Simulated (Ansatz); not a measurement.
Molecule: C6H13S, charge 0, multiplicity 2. It need not be the lowest isomer of its formula. SMILES: [CH2]CCCCSC
Geometry from a B3LYP-D3(BJ)/def2-TZVP (Ansatz, an electronic-structure program) optimisation:
```
C
H 1 1.0932
H 1 1.0935 2 106.46
C 1 1.5239 2 109.01 3 118.32
H 4 1.0920 1 110.28 2 61.96
H 4 1.0931 5 107.03 1 -120.72
C 1 1.5279 2 109.98 3 -118.10
H 7 1.0942 1 109.87 2 -179.73
H 7 1.0942 8 106.37 1 -118.75
C 7 1.5450 8 109.05 9 -117.49
H 10 1.0949 7 108.11 8 -64.48
H 10 1.0950 11 106.76 7 115.99
C 10 1.4842 11 110.16 12 119.61
H 13 1.0817 10 120.97 11 34.62
H 13 1.0818 14 117.57 10 -171.19
S 4 1.8197 5 104.56 6 -114.99
C 16 1.8127 4 100.54 5 168.92
H 17 1.0891 16 106.75 4 -175.10
H 17 1.0891 18 108.66 16 120.90
H 17 1.0907 18 108.78 19 119.52
```
Charge 0, spin multiplicity 2.

Property: atomisation energy (electronic, to ground-state atoms), in eV. Cores are frozen in the correlated levels unless marked. UHF or UKS for open shells. No spin-orbit coupling. No relativistic terms. The coupled-cluster limit lacks core correlation, which all-electron functionals hold. Basis-set limits of correlation are two-point, X^-3; Hartree-Fock from the larger set. [CCSD(T)-MP2]/basis is that difference in the basis named.

```csv
level,program,atomisation energy (eV)
HF/cc-pV(Q+d)Z,Ansatz,60.12
```

Question: Predict the RI-MP2/CBS(cc-pV(T+d)Z,cc-pV(Q+d)Z)+[CCSD(T)-MP2]/cc-pV(T+d)Z result (Ansatz).

Answer: 79.66 eV
